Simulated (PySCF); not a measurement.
**Radial density of P (phosphorus, neutral)**

UHF, [Ne] 3s1 3p4, high-spin 4P determinant (an excited configuration). All numbers are calculated (PySCF 2.14, the spin-free X2C one-electron Hamiltonian (Gaussian nucleus), in dyall-av3z).

```csv
r (bohr),4πr²ρ (e/bohr),4πr²(ρα − ρβ)
0.00175,0.09205,0.0003
0.00294,0.2436,0.0008
0.00494,0.6307,0.0020
0.00831,1.574,0.0049
0.0140,3.679,0.0113
0.0235,7.703,0.0235
0.0396,13.37,0.0398
0.0665,17.08,0.0507
0.112,14.16,0.0669
0.188,10.91,0.1944
0.317,15.41,0.3663
0.533,12.28,0.0639
0.896,3.144,0.3434
1.51,2.448,1.7162
2.53,1.656,0.9918
4.26,0.2541,0.0433
7.17,0.009023,-0.0049
12.1,6.438e-05,-0.0001
```

Densities and radii are taken from the X2C orbitals without a picture-change correction, which distorts them close to the nucleus.

Q: Where is the radial spin density 4πr²(ρα − ρβ) most negative, and why is it negative at all?

A: Around r = 7.17 bohr, down to -0.0049 e/bohr: exchange with the open shell polarises the paired shells in an unrestricted calculation.
